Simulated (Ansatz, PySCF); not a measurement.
Cl6Y2, SMILES [Cl][Y]12([Y]([Cl])([Cl])([Cl]->2)<-[Cl]1)[Cl]. Atoms are numbered in the order given.

```xyz
8

Y      1.9820     0.0020     0.0063
Y     -1.9618    -0.0142    -0.0111
Cl     0.0028     1.7525    -0.0022
Cl     0.0174    -1.7648    -0.0032
Cl     3.2374     0.0072     2.0811
Cl     3.2562     0.0072    -2.0571
Cl    -3.2357    -0.0207     2.0525
Cl    -3.2179    -0.0184    -2.0854
```

Geometry: PBE0-D3(BJ)/def2-SVP. The spin state was assumed, not searched. The def2 effective core potentials stand for the cores of Y; spin–orbit coupling is left out. Other conformers were not sampled.

Two levels are set side by side: PBE-D3(BJ)/def2-SVP (Ansatz, a program for electronic structure) and PBE0-D3(BJ)/def2-SVP (Ansatz). Each level has its own optimised geometry; the coordinates shown are those of the second. Frequencies come from the Hessian of PySCF at each geometry. Differences are taken from unrounded values.

```tsv
quantity	PBE0-D3(BJ)	PBE-D3(BJ)	PBE-D3(BJ) minus PBE0-D3(BJ)
mean bond length (Å)	2.690	2.695	0.005
bond Y1–Y2 (Å)	3.944	3.927	-0.017
bond Y1–Cl3 (Å)	2.642	2.650	0.008
bond Y1–Cl4 (Å)	2.642	2.650	0.008
bond Y1–Cl5 (Å)	2.425	2.432	0.007
bond Y1–Cl6 (Å)	2.425	2.432	0.007
bond Y2–Cl3 (Å)	2.642	2.650	0.008
bond Y2–Cl4 (Å)	2.642	2.650	0.008
bond Y2–Cl7 (Å)	2.425	2.432	0.007
bond Y2–Cl8 (Å)	2.425	2.432	0.007
highest harmonic wavenumber (cm⁻¹)	399	390	-9
mean harmonic wavenumber (cm⁻¹)	177	173	-4
zero-point energy (kcal/mol)	4.56	4.45	-0.10
```
